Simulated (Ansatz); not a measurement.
Born–Oppenheimer molecular dynamics of F₂Ge₂H₆O (11 atoms, charge 0, multiplicity 1). It starts at the highest image of a converged band, a first-order saddle point between two minima.

Computed with RKS PBE0-D4/def2-SVP (Ansatz 0.2.0).

```json
{"ensemble": "NVE (velocity Verlet)", "time step": "0.5 fs", "steps asked": "200", "starting velocities drawn for": "300 K", "seed": "2530"}
```

First frame:

```xyz
11
Properties=species:S:1:pos:R:3
Ge 0.302 0.501 -0.169
F -0.841 0.667 1.551
H 1.624 0.415 -0.992
Ge -1.373 2.031 -1.002
H -2.754 1.416 -0.758
H -1.219 3.338 -0.210
H -1.162 2.316 -2.501
F -0.031 -1.205 -0.061
O 1.311 1.179 1.415
H 2.023 0.604 1.723
H 0.350 0.998 1.899
```

(1) How far do the bonds stretch over the last three quarters of this one trajectory? (Pairs bonded in most of those frames.)

Results:

(1) 
| bond | mean (Å) | spread (Å) | shortest | longest |
| --- | --- | --- | --- | --- |
| Ge1–F2 | 1.828 | 0.088 | 1.72 | 2.01 |
| Ge1–H3 | 1.540 | 0.027 | 1.49 | 1.59 |
| Ge1–Ge4 | 2.403 | 0.020 | 2.38 | 2.44 |
| Ge1–F8 | 1.748 | 0.011 | 1.73 | 1.77 |
| Ge4–H5 | 1.536 | 0.014 | 1.51 | 1.56 |
| Ge4–H6 | 1.536 | 0.005 | 1.52 | 1.54 |
| Ge4–H7 | 1.553 | 0.080 | 1.43 | 1.67 |
| O9–H10 | 0.966 | 0.019 | 0.94 | 0.99 |
| O9–H11 | 0.979 | 0.027 | 0.94 | 1.05 |

Mean temperature of the second half: 568 K. The conserved energy stayed within 0.22 meV per atom of its start (net change -0.0029 meV per atom), so the integration is sound. The kinetic energy rose, since the run started high on the potential surface and went downhill. It ends in pieces (F2Ge2H4 + H2O), so much of that is their flight and rotation, not heat. A run of 0.1 ps of so small a system gives no equilibrium averages. The orbitals stay closed-shell, which can raise the energy where a bond breaks towards radicals; this wasn't checked here.

Time of the run: 7.9 min on 4 threads of Arm Neoverse V2 (shared host), peak memory 0.41 GiB.
